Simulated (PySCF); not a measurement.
## Stretching GeCl

Set-up: Ge cc-pVTZ-PP with ECP10, Cl cc-pV(T+d)Z; scalar-relativistic core potentials (PySCF 2.14). Energies in eV from Ge + Cl in their ground configurations at the same level. State: ²Π (doublet), unpaired electrons π ↑.

All columns are PBE0. A positive dipole means Ge(−)Cl(+).

```
R (Å)  E (eV)  μ (D)  Mulliken charge on Ge (basis-dependent)  HOMO (eV)  LUMO (eV)  Mayer bond order  ⟨S²⟩
1.877  -3.095   0.18                                     0.10      -4.50      -2.51              1.35  0.75
1.964  -3.670  -0.38                                     0.16      -4.69      -2.69              1.29  0.75
2.051  -3.978  -0.94                                     0.22      -4.88      -2.86              1.23  0.75
2.116  -4.085  -1.36                                     0.25      -5.02      -2.99              1.18  0.75
2.182  -4.112  -1.78                                     0.28      -5.15      -3.11              1.15  0.75
2.248  -4.080  -2.20                                     0.31      -5.28      -3.23              1.11  0.75
2.335  -3.971  -2.74                                     0.34      -5.45      -3.39              1.07  0.75
2.444  -3.761  -3.41                                     0.38      -5.66      -3.58              1.02  0.75
2.575  -3.448  -4.17                                     0.41      -5.89      -3.80              0.97  0.75
2.749  -2.990  -5.13                                     0.45      -6.17      -4.06              0.91  0.76
```

A fit through these points gives, at Re = 2.177 Å, μ = -1.75 D and dμ/dR = -6.39 D/Å; the reduced mass is 23.74 u.

How strong is the fundamental in the double-harmonic approximation, I = 42.26·(dμ/dR)²/μred km/mol?

I = 42.26·(-6.39)²/23.74 = 72.7 km/mol at PBE0.

Spin–orbit coupling is left out. The state is the lowest determinant that a PBE0 search found; another state may lie lower at other levels.
